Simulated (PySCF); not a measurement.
ClH3SiZn. Atoms are numbered in the order given.

```xyz
6

Zn     0.0000     0.0000    -0.0864
Cl     0.0000     0.0000    -2.2072
Si     0.0000     0.0000     2.2653
H      1.2104     0.6988     2.8004
H      0.0000    -1.3976     2.8004
H     -1.2104     0.6988     2.8004
```

Geometry: PBE0-D3(BJ)/def2-SVP.

Level of theory: PBE0-D3(BJ)/def2-SVP (PySCF).

Frequencies are harmonic and unscaled.

Modes within 1.5 cm⁻¹ of each other (mostly degenerate sets) share a row, with their intensities summed.

Q: Estimate the vibrational spectrum. (An estimate is asked for; the answer gives what the named calculation found.)

A: 
| mode | ν (cm⁻¹) | IR (km/mol) | Raman (Å⁴/amu) | depolarisation | moving atoms (share of kinetic energy) |
|---|---|---|---|---|---|
| 1–2 | 85 | 17.3 | 0.0 | – | Zn 48 %, Cl 27 %, Si 17 %, H 8 % |
| 3 | 295 | 4.0 | 23.4 | 0.25 | Si 62 %, Cl 29 % |
| 4 | 448 | 60.1 | 0.8 | 0.45 | Zn 47 %, Cl 44 % |
| 5–6 | 459 | 5.5 | 4.9 | 0.75 | H 88 %, Si 10 % |
| 7 | 856 | 237.5 | 2.0 | 0.63 | H 91 %, Si 9 % |
| 8–9 | 930 | 70.7 | 62.7 | 0.75 | H 98 % |
| 10 | 2213 | 56.0 | 263.1 | 0.00 | H 99 % |
| 11–12 | 2225 | 168.1 | 281.8 | 0.75 | H 96 % |
